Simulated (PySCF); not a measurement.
C₅H₁₀Se.
SMILES with atom numbers: `[CH2:1]1[CH2:2][CH2:3][Se:4][CH2:5][CH2:6]1` (hydrogens: H7, H8 on C1; H9, H10 on C2; H11, H12 on C3; H13, H14 on C5; H15, H16 on C6)

Geometry (PBE0-D3(BJ)/def2-SVP, Å), atoms numbered from 1 in this order:
```
atom  x, y, z in Å
C1     0.001    0.963   -0.730
C2     1.316    0.452   -0.147
C3     1.353   -1.056    0.036
Se4   -0.015   -1.697    1.275
C5    -1.487   -0.793    0.363
C6    -1.219    0.687    0.145
H7    -0.156    0.503   -1.723
H8     0.081    2.048   -0.907
H9     1.502    0.939    0.826
H10    2.146    0.747   -0.812
H11    2.312   -1.389    0.459
H12    1.217   -1.576   -0.926
H13   -2.370   -0.953    0.999
H14   -1.669   -1.308   -0.593
H15   -1.090    1.180    1.124
H16   -2.111    1.141   -0.323
```

Level: PBE0/def2-SVPD in PySCF, non-relativistic, on one gas-phase PBE0-D3(BJ)/def2-SVP geometry that isn't relaxed in the solvent. The solvent is an IEF-PCM continuum (Bondi radii, 1.10 Å for H, scaled by 1.2). Specific hydrogen bonds and non-electrostatic terms are outside this model. Spin–orbit coupling is left out although an atom past zinc is present.

Gas phase at PBE0/def2-SVPD: HOMO -5.95 eV, LUMO 0.22 eV, dipole 1.89 D.

Task: What does the continuum do to the energy, the frontier levels and the dipole at PBE0/def2-SVPD in acetone?

Result: 
```json
{"solvent": "acetone", "ε": "20.49", "E(solvent) − E(gas) (kJ/mol)": "-12.41", "polarisation term (kJ/mol)": "-14.88", "distortion of the solute (kJ/mol)": "2.47", "HOMO (eV)": "-6.11", "LUMO (eV)": "0.21", "dipole (D)": "2.70"}
```

The polarisation term is half the interaction of the solute with the surface charges that it induces; the rest is the cost of distorting the solute's density. The sum is the electrostatic part of solvation alone.

Task: Which radius a makes the point-dipole formula ΔE = −[(ε − 1)/(2ε + 1)]·μ²/a³ give the value in acetone, with the gas-phase dipole?

Result: μ = 0.743 au and |ΔE| = 0.00473 Eh give a = 2.00 Å; the farthest nucleus lies 2.75 Å from the centroid of the nuclei, so such a sphere wouldn't even hold the nuclei. The formula assumes a rigid point dipole at the centre of a sphere.

Task: Give the dipole vector in the frame of the coordinates (D, pointing from negative to positive charge), gas and acetone.

Result: Gas (-0.04, 1.27, -1.40), solvent (-0.08, 1.74, -2.06). Its length changes by +43 % and its direction by 2°.

Task: How does the static polarisability (PBE0/def2-SVPD, frozen core, with the continuum's full static response) change?

Result: 
```json
{"medium": "gas", "isotropic (au)": "86.0", "principal values (au)": "74.0, 90.3, 93.6", "⟨r²⟩ of the electrons (bohr²)": "869.7"}
{"medium": "acetone", "isotropic (au)": "122.0", "principal values (au)": "111.0, 125.4, 129.6", "⟨r²⟩ of the electrons (bohr²)": "869.3"}
```

The isotropic value in acetone is 1.42 times the gas-phase one; no cavity-field correction is applied. ⟨r²⟩ is taken about the centre of nuclear charge.

Rough CPU time on one thread of a shared machine: about 50 s. This is the whole response run at PBE0/def2-SVPD in acetone, SCF included.
